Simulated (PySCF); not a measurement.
Species: C2H9FOSi2.
Cartesian coordinates in Å at the PBE0-D3(BJ)/def2-SVP level; atoms count from 1:
```
atom  x, y, z in Å
C1    -2.3950    0.2411   -0.1805
C2    -1.3350   -0.0814    0.8437
O3    -0.0544    0.1000    0.2694
Si4    1.3695   -0.3971    0.9401
F5     1.6442    0.4287    2.3186
Si6    3.0427    0.1177   -0.6050
H7    -2.3045   -0.4234   -1.0526
H8    -3.4002    0.1192    0.2500
H9    -2.2878    1.2790   -0.5288
H10   -1.4476   -1.1235    1.2002
H11   -1.4394    0.5748    1.7264
H12    1.2759   -1.8321    1.3456
H13    2.8202   -0.6678   -1.8571
H14    3.0018    1.5778   -0.9176
H15    4.3863   -0.2303   -0.0501
```

Computed with TDDFT B3LYP/def2-SVPD, vertical, gas phase, core orbitals frozen in the response (PySCF 2.14.0, density-fitted response routines).

Transition dipole moments from the ground state, in atomic units and in the frame of the coordinates above (overall signs are arbitrary), for the states with f of 0.002 or more among the lowest 6:

```csv
state,E (eV),μx,μy,μz
S1,6.797,0.103,0.304,-0.060
S2,6.937,-0.050,-0.195,0.268
S3,7.223,-0.423,-0.109,0.063
S4,7.325,0.258,-0.143,0.070
S5,7.612,-0.221,0.045,0.148
S6,7.784,-0.164,0.109,0.187
```

Q: What oscillator strength does each state have?

A: f = (2/3) ΔE |μ|² with ΔE in hartree (27.2114 eV).

| state | \|μ\|² (au) | \|μ\| (D) | f |
| --- | --- | --- | --- |
| S1 | 0.107 | 0.83 | 0.018 |
| S2 | 0.112 | 0.85 | 0.019 |
| S3 | 0.195 | 1.12 | 0.034 |
| S4 | 0.092 | 0.77 | 0.017 |
| S5 | 0.073 | 0.69 | 0.014 |
| S6 | 0.074 | 0.69 | 0.014 |

Q: Which bond between heavy atoms lies closest to the direction of the S3 transition dipole?

A: C2–O3, at 17° from it; next Si4–Si6 at 33°.

Q: What angle do the transition dipoles of S1 and S6 make?

A: |cos θ| = |μa·μb| / (|μa| |μb|) = 0.06, so θ ≈ 87° (taken between 0 and 90°, since the signs are arbitrary).

Q: What peak molar absorption coefficient would the strongest computed level give as a lone Gaussian band 0.3 eV wide at half height?

A: ε(max) = 2.175×10⁸ f / FWHM, with the width in cm⁻¹. S3: 2.175×10⁸ × 0.0345 / 2420 ≈ 3100 L mol⁻¹ cm⁻¹.

Cost: about 1.7 min of CPU time on one thread (grids of density and orbitals included); the machine was shared, so the figure is rough.

One conformer stands for the species.
